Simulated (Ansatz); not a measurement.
Reaction (substitution at a C–Ge bond): `F[CH2][GeH]([F])[SiH3]` + `[NH2][AlH2]` → `FC[NH][AlH2]` + `[F][GeH2][SiH3]`

Calculated with Ansatz (gas phase, PBE0-D4/def2-TZVP geometries, no zero-point term in ΔE). CBS: MP2 limit from def2 TZ/QZ plus the TZ coupled-cluster correction, frozen cores. This one scheme is used for every species. Functionals use def2-TZVPP. B3LYP here is the variant with VWN-RPA as its local correlation; programs differ in this. For Ge outer-core shells are correlated without core-valence functions, which leaves a few kJ/mol of doubt a bond. Scalar relativity is left out up to krypton. One conformer a species, not always the lowest.

`F[CH2][GeH]([F])[SiH3]`:

Cartesian coordinates in Å:
```
F 1.392 -1.306 1.237
C 0.075 -0.967 1.518
Ge -0.418 0.620 0.447
F -2.172 0.590 0.442
Si 0.322 0.455 -1.816
H -0.570 -1.807 1.248
H -0.014 -0.780 2.591
H -0.042 1.932 1.164
H 1.800 0.599 -1.852
H -0.305 1.536 -2.618
H -0.068 -0.870 -2.360
```

`[NH2][AlH2]`:

```xyz
6

N    -0.353    0.485   -0.721
Al    0.311   -0.429    0.637
H    -0.423    1.489   -0.760
H    -0.715    0.077   -1.568
H     0.837    0.384    1.890
H     0.343   -2.007    0.522
```

`FC[NH][AlH2]`:

Cartesian coordinates in Å:
```
F -1.706 -1.076 -0.780
C -0.335 -1.075 -0.499
N 0.197 0.229 -0.493
Al 0.456 1.257 0.939
H 0.121 -1.711 -1.264
H -0.222 -1.538 0.485
H 0.319 0.598 -1.425
H 0.952 2.737 0.691
H 0.218 0.580 2.347
```

`[F][GeH2][SiH3]`:

Cartesian coordinates in Å:
```
F 0.943 -2.107 0.224
Ge -0.132 -0.843 0.782
Si 0.069 0.953 -0.774
H -1.530 -1.485 0.828
H 0.342 -0.502 2.206
H 1.470 1.441 -0.794
H -0.834 2.055 -0.345
H -0.327 0.487 -2.127
```

(1) Is it downhill or uphill in electronic energy at CCSD(T)/CBS, and by how much? (An estimate is asked.)

(2) What do these levels give: PBE-D4, B3LYP-D4, ωB97X-V, ωB97M-V, r2SCAN, PBE0, MP2/def2-TZVPP, SCS-MP2/def2-TZVPP, CCSD/def2-TZVPP, CCSD(T)/def2-TZVPP, MP2/CBS(def2), CCSD/CBS(def2)? (Best estimate.)

Largest T1 diagnostic among the species: 0.012.

Answers

(1) Computed: Uphill: ΔE = +3.2 kcal/mol.

(2) The calculation gave: PBE-D4 2.2, B3LYP-D4 2.3, ωB97X-V 1.8, ωB97M-V 2.5, r2SCAN 2.2, PBE0 1.6, MP2/def2-TZVPP 3.0, SCS-MP2/def2-TZVPP 2.5, CCSD/def2-TZVPP 2.5, CCSD(T)/def2-TZVPP 2.6, MP2/CBS(def2) 3.5, CCSD/CBS(def2) 3.1 kcal/mol.

In def2-TZVPP, CCSD(T) changes the Hartree–Fock value by +2.2 kcal/mol (the triples alone add +0.1 kcal/mol) and MP2 by +2.6 kcal/mol.
